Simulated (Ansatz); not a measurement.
A nudged elastic band was laid between two geometries of AlCl2HO + H2 (7 atoms, charge 0, multiplicity 1).

The calculation used RHF/def2-SVP in Ansatz 0.2.0.

| Quantity | Value |
| --- | --- |
| movable images | 7 |
| climbing image | yes |
| spring | 50.0 eV/Å² |
| optimiser | quadratic models (default) |
| start path | through a guess of the saddle point |
| force threshold | 0.05 eV/Å |
| iteration limit | 60 |
| end points | relaxed |

Initial state:

```xyz
7
Properties=species:S:1:pos:R:3
Al -0.020 0.258 0.075
Cl -0.176 0.857 2.074
Cl 1.812 0.410 -0.905
O -1.346 -0.277 -0.781
H -2.255 -0.404 -0.578
H 0.545 -2.574 0.729
H 0.503 -2.305 1.425
```

Final state:

```xyz
7
Properties=species:S:1:pos:R:3
Al -0.002 -0.774 -0.463
Cl -0.068 -0.247 2.413
Cl 1.786 0.291 -0.813
O -1.440 0.036 -0.788
H -2.340 -0.230 -0.816
H 0.089 -2.318 -0.232
H 1.038 -0.792 2.737
```

Task: Which bonds break or form, and what moves?

Result: Bonds broken: Al1–Cl2, H6–H7. Bonds formed: Al1–H6, Cl2–H7. AlCl2HO + H2 becomes AlClH2O + ClH.

Task: What energy profile does the band end with?

Result: The forces met the threshold. The highest image is number 4 of 0 to 8, 1.93 eV above the first end and 0.76 eV above the last; the last end lies 1.17 eV above the first. Another band between the same ends (7 images) ends at a top of the same energy, where a vibrational analysis finds 1 clearly imaginary mode. The orbitals stay closed-shell, which can raise the energy where a bond breaks towards radicals; this wasn't checked here.

```json
{"image": "0", "path coordinate (Å)": "0.00", "energy (eV)": "0.00", "Al1–Cl2 (Å)": "2.09", "H6–H7 (Å)": "0.75", "Al1–H6 (Å)": "2.96"}
{"image": "1", "path coordinate (Å)": "0.49", "energy (eV)": "0.01", "Al1–Cl2 (Å)": "2.10", "H6–H7 (Å)": "0.75", "Al1–H6 (Å)": "2.51"}
{"image": "2", "path coordinate (Å)": "0.97", "energy (eV)": "0.12", "Al1–Cl2 (Å)": "2.12", "H6–H7 (Å)": "0.75", "Al1–H6 (Å)": "2.17"}
{"image": "3", "path coordinate (Å)": "1.46", "energy (eV)": "0.82", "Al1–Cl2 (Å)": "2.22", "H6–H7 (Å)": "0.80", "Al1–H6 (Å)": "1.88"}
{"image": "4", "path coordinate (Å)": "1.94", "energy (eV)": "1.93", "Al1–Cl2 (Å)": "2.42", "H6–H7 (Å)": "1.17", "Al1–H6 (Å)": "1.67"}
{"image": "5", "path coordinate (Å)": "2.52", "energy (eV)": "1.42", "Al1–Cl2 (Å)": "2.73", "H6–H7 (Å)": "1.83", "Al1–H6 (Å)": "1.58"}
{"image": "6", "path coordinate (Å)": "3.10", "energy (eV)": "1.21", "Al1–Cl2 (Å)": "2.88", "H6–H7 (Å)": "2.53", "Al1–H6 (Å)": "1.57"}
{"image": "7", "path coordinate (Å)": "3.68", "energy (eV)": "1.18", "Al1–Cl2 (Å)": "2.97", "H6–H7 (Å)": "3.14", "Al1–H6 (Å)": "1.57"}
{"image": "8", "path coordinate (Å)": "4.25", "energy (eV)": "1.17", "Al1–Cl2 (Å)": "2.92", "H6–H7 (Å)": "3.47", "Al1–H6 (Å)": "1.56"}
```

Task: What is the geometry of the highest image?

Result: 
```xyz
7
Properties=species:S:1:pos:R:3:forces:R:3
Al 0.126 -0.486 -0.103 0.00 0.00 -0.01
Cl 0.013 0.030 2.257 0.00 0.00 0.00
Cl 1.854 0.341 -0.947 0.00 0.00 0.00
O -1.359 -0.281 -0.838 0.00 -0.01 0.03
H -2.264 -0.425 -0.633 0.00 0.01 -0.02
H 0.411 -1.937 0.671 0.00 0.00 0.00
H 0.282 -1.276 1.633 0.00 0.00 0.00
```

The band took 18 iterations and about 2.7 core-minutes.

Time of the run: 2.7 min on 1 thread of Arm Neoverse V1, on a shared host, peak memory 0.15 GiB.
